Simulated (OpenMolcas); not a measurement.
## d2 ions of charge +3 down a group with 6 fluoride ligands in octahedral coordination

```json
{
 "Program": "OpenMolcas",
 "Method": "SS-CASPT2, IPEA 0.25 Eh, imaginary shift 0.1 Eh",
 "Spin-orbit coupling": "state interaction with AMFI integrals over the reference wave functions"
}
```

The d shell is active; CASPT2 correlates the ligand valence shells and the outer metal core. Anionic complexes are neutralised by point charges behind the ligands. Distances were set from a Shannon-type radius of the metal (high-spin where two are listed) plus a fixed donor radius (F 1.31 Å). Ligand basis ANO-RCC-VDZP, DKH2 Hamiltonian. States (labels of O, the rotations of Oh). Energies in cm-1 above the lowest state or level, χT in cm3 K/mol; under a threefold ground state the first gap can be a small split of the lowest multiplet, not the spin-orbit step; 10Dq and B are least-squares fits to the states below 45000 cm-1, weighted by degeneracy, with a free offset, and given where the rms deviation is under 5 % of |10Dq| (or 100 cm-1) and under 700 cm-1. Spin-only χT is S(S+1) / 2 for the spin of the ground state.

```csv
Ion,Shell,R (Å),Metal basis,Outer charge (e at Å behind ligand),Ground state,First state of that spin,10Dq,B (rms of fit),First gap with spin-orbit (degeneracies),χT at 300 K,First state of another spin,Spin-only χT
V3+,3d2,1.95,ANO-RCC-VTZP,0.5 at 2.4,3T1,3T2 14330,15751,799 (195),"5 (2, 3)",0.890,1T2 10960,1.000
Nb3+,4d2,2.03,ANO-RCC-VTZP,0.5 at 2.8,3T1,3T2 24720,,,"23 (2, 3)",0.460,1T2 7270,1.000
```

The rows also differ in their outer charges, so part of each step comes from that.

χT departs most from the spin-only value for Nb3+, by -0.540 cm3 K/mol.

Roots that are degenerate in the reference are averaged as groups; the widest CASPT2 spread within a group is 150 cm-1 (the 3-fold group of multiplicity 1 near 32300 cm-1 above the lowest state of its run, Nb3+). Shifts and gaps below about the spread of the groups concerned are not significant. Over all roots computed the reference weight is 0.71 to 0.72 in V3+, 0.68 to 0.71 in Nb3+; a low but even weight reflects the number of correlated electrons. An orbital triplet at a regular site is open to Jahn-Teller coupling, which can distort the site and quench the lowest spin-orbit gaps and is left out. Ligand-to-metal charge-transfer states are missing. With no ligand orbital active B as a rule stays too high, so bands that hang on it stand too high and its fall with covalency is understated. With one d shell and no ligand orbital active, 10Dq can be off by a tenth or more. The least metal-like active orbital is 83 % on the metal (Löwdin) and no ligand orbital is active, so the numbers are rough (holds for Nb3+). No measured value stands beside these numbers; the geometry was imposed, not optimised, and the real ion may take another.
